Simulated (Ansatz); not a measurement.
GeF2, relaxed as a singlet with RKS PBE-D4/def2-TZVP in Ansatz, starting from the GFN2-xTB geometry. Force threshold 0.02 eV/Å.

Start:

```
atom    x (Å)    y (Å)    z (Å)
 Ge1   0.7834   0.0987   0.1910
  F2  -0.3861   1.1141  -0.7259
  F3  -0.3973  -1.2128   0.5349
```

(1) Estimate the energy that the relaxation releases and the steps that it takes.

(2) Does the start keep its bonding and symmetry?

(3) Predict the relaxed structure.

Answers

(1) 0.6 kcal/mol, in 4 steps; 1.9 s on 4 threads of Intel Xeon on a shared host. No frequencies were taken in this run, so the end may be a saddle point.

(2) By distances, no bond broke or formed. The bond that changes most is Ge1–F2, from 1.80 to 1.77 Å (atoms count from 1). Point group C2v at the start, C2v at the end, both within 0.05 Å.

(3) 
```csv
atom,x (Å),y (Å),z (Å)
Ge1,0.749,0.095,0.182
F2,-0.368,1.127,-0.728
F3,-0.380,-1.222,0.545
```
Bond lengths: 2 × F–Ge 1.77 Å.
